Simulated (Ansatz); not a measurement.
Consider the formal exchange of groups at a C–Ge bond: `C=[CH][GeH]([NH2])[Cl]` + `BO[SiH2]F` → `BO[SiH](F)C=C` + `[NH2][GeH2][Cl]`.

Gas-phase electronic energies from Ansatz, PBE0-D4/def2-TZVP geometries. CCSD(T)/CBS adds triple-zeta CCSD(T) − MP2 to the extrapolated MP2 energy (def2 sets, frozen cores). Functionals use def2-TZVPP. B3LYP here is the variant with VWN-RPA as its local correlation; programs differ in this. For Ge outer-core shells are correlated without core-valence functions, which leaves a few kJ/mol of doubt a bond. Scalar relativity is left out up to krypton. One conformer a species, not always the lowest.

```csv
level,ΔE (kJ/mol),difference from CCSD(T)/CBS
PBE-D4,-16.1,-5.7
PBE0-D4,-16.1,-5.7
B3LYP-D4,-14.8,-4.4
ωB97X-V,-14.3,-3.9
ωB97M-V,-15.5,-5.1
B2PLYP,-13.4,-3.0
r2SCAN,-17.0,-6.6
HF/def2-TZVPP,-16.4,-6.0
CCSD(T)/def2-TZVPP,-9.2,1.2
HF/def2-QZVPP,-17.7,-7.3
CCSD(T)/CBS,-10.4,0
```

Largest T1 diagnostic among the species: 0.013.

In def2-TZVPP, CCSD(T) changes the Hartree–Fock value by +7.2 kJ/mol (the triples alone add +1.1 kJ/mol) and MP2 by +10.4 kJ/mol.
